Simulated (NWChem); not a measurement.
Molecule: C$_{2}$H$_{8}$BNO; SMILES N(C)(C)BO

```xyz
13

B     -0.6947    -0.8731    -0.0003
H     -1.9039    -0.9152    -0.0009
O     -0.0419    -2.0710    -0.0003
H      0.9172    -2.0001     0.0006
N     -0.0627     0.3928     0.0002
C      1.3605     0.5992     0.0002
C     -0.8276     1.6140     0.0013
H      1.6922     1.1668    -0.8893
H      1.6931     1.1626     0.8920
H      1.9076    -0.3555    -0.0025
H     -0.6092     2.2314     0.8931
H     -0.6075     2.2340    -0.8881
H     -1.9008     1.3830     0.0000
```
Atoms are numbered in this order, from 1.

All runs: NWChem. Pople sets run with spherical d functions. Geometry: optimised at PBE0/def2-SVP. Not confirmed as a minimum by frequencies. Atomic charges in e: unrestrained fits to the electrostatic potential beside Mulliken populations; buried atoms are poorly determined by the fit.

For level B3LYP/def2-SVP:

```
Item         Value
-----------  -----
ESP B1        0.32
Mulliken B1   0.00
ESP O3       -0.61
Mulliken O3  -0.14
ESP N5       -0.23
Mulliken N5  -0.25
Mulliken C6   0.13
Mulliken C7   0.13
```

**Question.** How do the values read with level Hartree-Fock/6-31G* instead?

**Answer.** 
| Quantity | Value |
|---|---|
| ESP B1 | 0.52 |
| Mulliken B1 | 0.59 |
| ESP O3 | -0.73 |
| Mulliken O3 | -0.75 |
| ESP N5 | -0.35 |
| Mulliken N5 | -0.60 |
| Mulliken C6 | -0.29 |
| Mulliken C7 | -0.28 |
